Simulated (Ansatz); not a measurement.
Process, species as SMILES: FSF → 2 F atom + S atom
B3LYP-D3(BJ)/def2-TZVP geometries, fixed; electronic energies without zero-point terms.

Energies in hartree at MP2 with Ansatz (a first-principles code); the atomisation energy is their sum with the coefficients shown, times 627.509 kcal/mol a hartree. All functions are spherical. Cores are frozen. Open shells are unrestricted. No added dispersion term, no relativity.

| species | coefficient | part | cc-pV(D+d)Z | cc-pV(T+d)Z | cc-pV(Q+d)Z |
|---|---|---|---|---|---|
| FSF | -1 | Hartree-Fock | -596.34174 | -596.44189 | -596.46575 |
| FSF | -1 | correlation | -0.50415 | -0.67541 | -0.73919 |
| F atom | +2 | Hartree-Fock | -99.37524 | -99.40552 | -99.41377 |
| F atom | +2 | correlation | -0.14060 | -0.19983 | -0.22144 |
| S atom | +1 | Hartree-Fock | -397.49702 | -397.50938 | -397.51264 |
| S atom | +1 | correlation | -0.08551 | -0.11680 | -0.12763 |

Question: Predict the atomisation energy in cc-pV(5+d)Z (X = 5): let each Hartree-Fock step shrink by the ratio of the last two, and fit each correlation energy at X = 3 and 4 to E + A/X^3. Compare with the run.

Answer: 
- FSF: steps -0.10015 and -0.02386, ratio 0.238, so Hartree-Fock -596.47143 (run: -596.47164); A = (-0.67541 - (-0.73919))/(1/27 - 1/64) = 2.9787, correlation -0.73919 - A/64 + A/125 = -0.76190 (run: -0.76653).
- F atom: steps -0.03028 and -0.00825, ratio 0.272, so Hartree-Fock -99.41601 (run: -99.41605); A = (-0.19983 - (-0.22144))/(1/27 - 1/64) = 1.0092, correlation -0.22144 - A/64 + A/125 = -0.22914 (run: -0.23068).
- S atom: steps -0.01236 and -0.00326, ratio 0.264, so Hartree-Fock -397.51350 (run: -397.51318); A = (-0.11680 - (-0.12763))/(1/27 - 1/64) = 0.5058, correlation -0.12763 - A/64 + A/125 = -0.13149 (run: -0.13243).
Predicted 187.02 kcal/mol; the run in cc-pV(5+d)Z gives 187.69, a miss of -0.67. Keeping the value in cc-pV(Q+d)Z, 184.64, would miss by -3.04. All sums are of the energies as printed.
